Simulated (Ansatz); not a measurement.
Basis-set series for CdH2, SMILES `[CdH2]`. The species carries charge 0 and has multiplicity 1. Cd: def2 effective core potential. The geometry is a stationary point of PBE0-D4/def2-TZVP.

```
functional       basis  functions  energy (Eh)  HOMO (eV)  LUMO (eV)
   PBE0-D4  def2-TZVPP         84   -168.92154      -7.79      -0.71
   PBE0-D4  def2-QZVPP        148   -168.92474      -7.81      -0.81
   ωB97M-V  def2-TZVPP         84   -168.85758      -9.96       0.66
   ωB97M-V  def2-QZVPP        148   -168.86103      -9.98       0.35
```

**Question.** Give the rows for def2-SVP. (An estimate is asked.)

**Answer.** Ansatz gave: 
```csv
functional,basis,functions,energy (Eh),HOMO (eV),LUMO (eV)
PBE0-D4,def2-SVP,41,-168.87811,-7.77,-0.71
ωB97M-V,def2-SVP,41,-168.81111,-9.90,0.64
```

Positive LUMOs are unbound and depend on the basis.
